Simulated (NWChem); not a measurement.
## Ionisation of trigermane (H$_{8}$Ge$_{3}$)

```
Ge
H 1 1.5432
H 1 1.5432 2 107.68
Ge 1 2.4265 2 109.38 3 -118.77
H 4 1.5404 1 110.84 2 58.86
H 4 1.5404 5 108.66 1 -121.07
H 4 1.5404 5 108.66 6 -117.87
Ge 1 2.4265 2 109.38 3 118.77
H 8 1.5404 1 110.84 2 -58.86
H 8 1.5404 9 108.66 1 121.07
H 8 1.5404 9 108.66 10 117.87
```
Charge 0, spin multiplicity 1.

Everything below was run with NWChem. All single points use one geometry, from PBE0/def2-SVP, with no frequency check, so it may be a saddle point.

Basis set: def2-TZVP. −ε marks an orbital energy of the parent.

The Hamiltonian is non-relativistic. B3LYP has NWChem's definition, with VWN1-RPA local correlation.

For the first vertical ionisation energy, −ε(HOMO) of HF gives 10.14 eV and −ε(HOMO) of LDA (SVWN5) gives 6.93 eV. What do −ε(HOMO) of BLYP, −ε(HOMO) of B3LYP, −ε(HOMO) of PBE give?

−ε(HOMO) of BLYP: 6.65 eV; −ε(HOMO) of B3LYP: 7.63 eV; −ε(HOMO) of PBE: 6.82 eV.
